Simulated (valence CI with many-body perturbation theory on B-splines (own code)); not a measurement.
**Level structure of Hf XXIV**

Calculated by relativistic CI+MBPT: three valence electrons over a frozen Dirac-Fock core [Kr] 4d10, a basis of 7 s, 7 p, 7 d, 7 f, 4 g, 2 h functions for each j, with the one-electron correlation potential Σ1, the two-electron term Σ2, the three-electron term Σ3, Breit, model QED; selected CI, second order for the rest, scaled by the run's own slope (own B-spline code, finite nucleus).

No measured levels were compared; by estimate terms of the open shell hold to a few per cent of their energy, and close levels can change places. Excitations out of the core, of the other parity, are not computed and may begin above about 152 eV (a cautious bound); beyond it only levels of the ground parity were kept, without lifetimes.

Levels 46 to 90 of 136, with energies above the lowest level, (4f5/2^3) J=9/2. "Leading %" is the weight of the configuration and term that name the level; weights of strongly mixed levels are sums over their largest components and can fall short. In the jj column 3d3/2^4 stands for four electrons in 3d with j = 3/2.

```tsv
No.	Configuration	Term	J	E (cm⁻¹)	Leading %	g	Leading jj
46	4f²5s	⁴H	11/2	722530	89	1.126	4f5/2 4f7/2 5s (96 %)
47	4f²5s	²H	9/2	726670	53	0.957	4f5/2 4f7/2 5s (90 %)
48	4f²5s	⁴F	7/2	732600	88	1.191	4f5/2 4f7/2 5s (98 %)
49	4f²5s	⁴F	9/2	734970	51	1.186	4f5/2 4f7/2 5s (97 %)
50	4f²5s	⁴H	13/2	738160	96	1.223	4f7/2^2 5s (69 %)
51	4f²5s	²F	5/2	739650	70	0.913	4f5/2 4f7/2 5s (88 %)
52	4f²5s	²G	7/2	739960	51	0.989	4f5/2 4f7/2 5s (94 %)
53	4f²5s	²H	11/2	748340	84	1.082	4f7/2^2 5s (60 %)
54	4f²5s	²G	9/2	758510	52	1.201	4f7/2^2 5s (97 %)
55	4f²5s	²F	7/2	764290	60	1.062	4f7/2^2 5s (97 %)
56	4f²5s	²D	5/2	764620	50	1.311	4f5/2 4f7/2 5s (81 %)
57	4f²5s	²D	3/2	766310	63	0.974	4f5/2 4f7/2 5s (69 %)
58	4f²5s	⁴P	1/2	767650	88	2.512	4f5/2^2 5s (70 %)
59	4f²5s	⁴P	3/2	776650	81	1.614	4f5/2 4f7/2 5s (93 %)
60	4f²5s	²I	13/2	780520	96	1.081	4f5/2 4f7/2 5s (69 %)
61	4f²5s	²I	11/2	781010	94	0.932	4f5/2 4f7/2 5s (64 %)
62	4f²5s	²P	1/2	785150	91	0.829	4f5/2 4f7/2 5s (88 %)
63	4f²5s	⁴P	5/2	791480	62	1.438	4f7/2^2 5s (92 %)
64	4f²5s	²P	3/2	799320	75	1.229	4f7/2^2 5s (78 %)
65	4f²5s	²S	1/2	862040	93	1.991	4f7/2^2 5s (80 %)
66	4f²5p	⁴I°	9/2	1017700	60	0.811	4f5/2^2 5p1/2 (97 %)
67	4f²5p	⁴H°	7/2	1026300	43	0.818	4f5/2^2 5p1/2 (94 %)
68	4f²5p	⁴G°	5/2	1036300	66	0.687	4f5/2^2 5p1/2 (86 %)
69	4f²5p	²D°	3/2	1040400	44	0.718	4f5/2^2 5p1/2 (82 %)
70	4f²5p	⁴I°	11/2	1042400	52	1.003	4f5/2 4f7/2 5p1/2 (99 %)
71	4f²5p	⁴H°	9/2	1043300	37	1.047	4f5/2 4f7/2 5p1/2 (99 %)
72	4f²5p	⁴G°	7/2	1051500	37	1.044	4f5/2 4f7/2 5p1/2 (97 %)
73	4f²5p	⁴F°	5/2	1054200	36	1.149	4f5/2 4f7/2 5p1/2 (98 %)
74	4f²5p	²H°	9/2	1055500	33	1.053	4f5/2 4f7/2 5p1/2 (97 %)
75	4f²5p	²F°	7/2	1059300	36	1.124	4f5/2 4f7/2 5p1/2 (97 %)
76	4f²5p	⁴G°	11/2	1061000	53	1.191	4f7/2^2 5p1/2 (70 %)
77	4f²5p	²I°	13/2	1062700	38	1.123	4f7/2^2 5p1/2 (60 %)
78	4f²5p	²F°	7/2	1078700	34	1.183	4f7/2^2 5p1/2 (99 %)
79	4f²5p	²D°	3/2	1082300	33	1.216	4f5/2 4f7/2 5p1/2 (74 %)
80	4f²5p	²H°	9/2	1082400	33	1.074	4f7/2^2 5p1/2 (99 %)
81	4f²5p	²F°	5/2	1084200	46	1.034	4f5/2 4f7/2 5p1/2 (78 %)
82	4f²5p	⁴D°	1/2	1086000	53	0.701	4f5/2^2 5p1/2 (80 %)
83	4f²5p	⁴P°	1/2	1092500	41	1.665	4f5/2 4f7/2 5p1/2 (98 %)
84	4f²5p	⁴D°	3/2	1098700	55	1.250	4f5/2 4f7/2 5p1/2 (95 %)
85	4f²5p	²I°	11/2	1099000	49	1.010	4f5/2 4f7/2 5p1/2 (69 %)
86	4f²5p	²K°	13/2	1099700	58	0.996	4f5/2 4f7/2 5p1/2 (60 %)
87	4f²5p	⁴S°	3/2	1112200	28	1.527	4f7/2^2 5p1/2 (87 %)
88	4f²5p	²D°	5/2	1113300	34	1.180	4f7/2^2 5p1/2 (88 %)
89	4f²5p	²P°	1/2	1177400	93	0.663	4f7/2^2 5p1/2 (77 %)
90	4f²5p	⁴H°	7/2	1189400	39	0.842	4f5/2^2 5p3/2 (96 %)
```

Where two levels of one J and parity lie close, their mixing, g and order are uncertain.
